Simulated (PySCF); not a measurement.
PySCF input (TPSSh/def2-TZVPD):

```python
from pyscf import gto, scf, dft

mol = gto.M(
    atom='''
    C     2.51877549   -0.25736587    0.21660325
    C     1.15759880   -0.37143427    0.20793540
    C     0.20241614    0.61978070   -0.25866838
    C    -1.14764683    0.58559799   -0.30021225
    C    -2.01532063   -0.55298305    0.15415027
    H     2.76363021    0.75080772   -0.20703965
    H     0.70520986   -1.29680423    0.58659423
    H     0.67410695    1.53038168   -0.63129007
    H    -1.67564309    1.45154281   -0.69549726
    H    -2.71143851   -0.24929077    0.94805882
    H    -2.63398510   -0.95149831   -0.66175544
    H    -1.41681820   -1.37671172    0.54207964
    ''',
    basis='def2-tzvpd',
    charge=-1,
    spin=0,
    verbose=4,
)

mf = dft.RKS(mol, xc='tpssh').density_fit(auxbasis='def2-universal-jkfit')
mf.grids.level = 3
mf.conv_tol = 1e-9
mf.max_cycle = 100
mf.max_memory = 1500
mf.kernel()
if not mf.converged:
    mf = mf.newton()
    mf.kernel(mf.make_rdm1())
mf.analyze()
```

End of the output:

```
Extra cycle  E= -194.738705729978  delta_E= 6.21e-11  |g|= 1.59e-05  |ddm|= 0.000193
converged SCF energy = -194.738705729978
**** SCF Summaries ****
Total Energy =                        -194.738705729977653
Nuclear Repulsion Energy =             146.990194589081568
One-electron Energy =                 -558.295560687861212
Two-electron Energy =                  216.566660368801990
Two-electron Coulomb Energy =          246.481631530522691
DFT Exchange-Correlation Energy =      -29.914971161720711
HOMO-LUMO gap [eV] =                     2.420801825192668
**** MO energy ****
MO #1   energy= -9.96955575777338  occ= 2
MO #2   energy= -9.94061206144706  occ= 2
MO #3   energy= -9.93868659595224  occ= 2
MO #4   energy= -9.8965785387121   occ= 2
MO #5   energy= -9.86727193961182  occ= 2
MO #6   energy= -0.613102678371231 occ= 2
MO #7   energy= -0.543576690127612 occ= 2
MO #8   energy= -0.478667618041815 occ= 2
MO #9   energy= -0.367449068039626 occ= 2
MO #10  energy= -0.324300490304577 occ= 2
MO #11  energy= -0.274022765762391 occ= 2
MO #12  energy= -0.257023203678853 occ= 2
MO #13  energy= -0.236082421404886 occ= 2
MO #14  energy= -0.204988553858094 occ= 2
MO #15  energy= -0.162786001880725 occ= 2
MO #16  energy= -0.123194015971592 occ= 2
MO #17  energy= -0.114404659383339 occ= 2
MO #18  energy= -0.0139375185140374 occ= 2
MO #19  energy= 0.0337649767981425 occ= 2
MO #20  energy= 0.122727803734389  occ= 0
MO #21  energy= 0.143510537209713  occ= 0
MO #22  energy= 0.150658405849116  occ= 0
MO #23  energy= 0.170630738657261  occ= 0
MO #24  energy= 0.183876839749307  occ= 0
MO #25  energy= 0.189627002082614  occ= 0
MO #26  energy= 0.202255904378446  occ= 0
MO #27  energy= 0.211555650934761  occ= 0
MO #28  energy= 0.228983672602571  occ= 0
MO #29  energy= 0.249372048243923  occ= 0
MO #30  energy= 0.256417578206832  occ= 0
MO #31  energy= 0.257596327828672  occ= 0
MO #32  energy= 0.266410749567832  occ= 0
MO #33  energy= 0.277723071087492  occ= 0
MO #34  energy= 0.278362022665686  occ= 0
MO #35  energy= 0.298618370692344  occ= 0
MO #36  energy= 0.313889154230771  occ= 0
MO #37  energy= 0.326635702237286  occ= 0
MO #38  energy= 0.336404647319614  occ= 0
MO #39  energy= 0.343928337776081  occ= 0
MO #40  energy= 0.345656019877948  occ= 0
MO #41  energy= 0.353126040732801  occ= 0
MO #42  energy= 0.358821712715184  occ= 0
MO #43  energy= 0.365006411535921  occ= 0
MO #44  energy= 0.38068730444103   occ= 0
MO #45  energy= 0.381151358741186  occ= 0
MO #46  energy= 0.382923616660291  occ= 0
MO #47  energy= 0.396943329106869  occ= 0
MO #48  energy= 0.397362943410988  occ= 0
MO #49  energy= 0.401476705863934  occ= 0
MO #50  energy= 0.409830177074972  occ= 0
MO #51  energy= 0.419662064333416  occ= 0
MO #52  energy= 0.428087032418007  occ= 0
MO #53  energy= 0.435139537677186  occ= 0
MO #54  energy= 0.4466452291894    occ= 0
MO #55  energy= 0.450674931379205  occ= 0
MO #56  energy= 0.460982189336212  occ= 0
MO #57  energy= 0.463470851832138  occ= 0
MO #58  energy= 0.474885541404211  occ= 0
MO #59  energy= 0.487308283869568  occ= 0
MO #60  energy= 0.500886911092793  occ= 0
MO #61  energy= 0.50452634672499   occ= 0
MO #62  energy= 0.512516916837315  occ= 0
MO #63  energy= 0.516602750294669  occ= 0
MO #64  energy= 0.517617571272437  occ= 0
MO #65  energy= 0.526417130853743  occ= 0
MO #66  energy= 0.534938273431752  occ= 0
MO #67  energy= 0.545258077623337  occ= 0
MO #68  energy= 0.550620903226663  occ= 0
MO #69  energy= 0.555365863948537  occ= 0
MO #70  energy= 0.566239447668656  occ= 0
MO #71  energy= 0.569785748254969  occ= 0
MO #72  energy= 0.585226696044066  occ= 0
MO #73  energy= 0.591415075079133  occ= 0
MO #74  energy= 0.596818994825127  occ= 0
MO #75  energy= 0.609051846538885  occ= 0
MO #76  energy= 0.626174903003204  occ= 0
MO #77  energy= 0.632870053751971  occ= 0
MO #78  energy= 0.645818849587335  occ= 0
MO #79  energy= 0.657953808715633  occ= 0
MO #80  energy= 0.667924748901279  occ= 0
MO #81  energy= 0.669659612075545  occ= 0
MO #82  energy= 0.68557895892827   occ= 0
MO #83  energy= 0.686549339616467  occ= 0
MO #84  energy= 0.735533492947183  occ= 0
MO #85  energy= 0.743991442440776  occ= 0
MO #86  energy= 0.75254928867852   occ= 0
MO #87  energy= 0.762870432844301  occ= 0
MO #88  energy= 0.766178398347515  occ= 0
MO #89  energy= 0.775055684159333  occ= 0
MO #90  energy= 0.790080386874106  occ= 0
MO #91  energy= 0.792789553673156  occ= 0
MO #92  energy= 0.796320587632056  occ= 0
MO #93  energy= 0.808494461481709  occ= 0
MO #94  energy= 0.819984263133903  occ= 0
MO #95  energy= 0.821417132912181  occ= 0
MO #96  energy= 0.833885566535584  occ= 0
MO #97  energy= 0.853395935893971  occ= 0
MO #98  energy= 0.859133047703986  occ= 0
MO #99  energy= 0.862966747975116  occ= 0
MO #100 energy= 0.881003797938586  occ= 0
MO #101 energy= 0.89138957672703   occ= 0
MO #102 energy= 0.906680029529645  occ= 0
MO #103 energy= 0.927194463998456  occ= 0
MO #104 energy= 0.940580547956347  occ= 0
MO #105 energy= 0.952696109443591  occ= 0
MO #106 energy= 0.957278307018663  occ= 0
MO #107 energy= 0.970575143015874  occ= 0
[...]
```

It need not be the lowest isomer of its formula. Whether it binds its extra electron was not tested at this geometry.
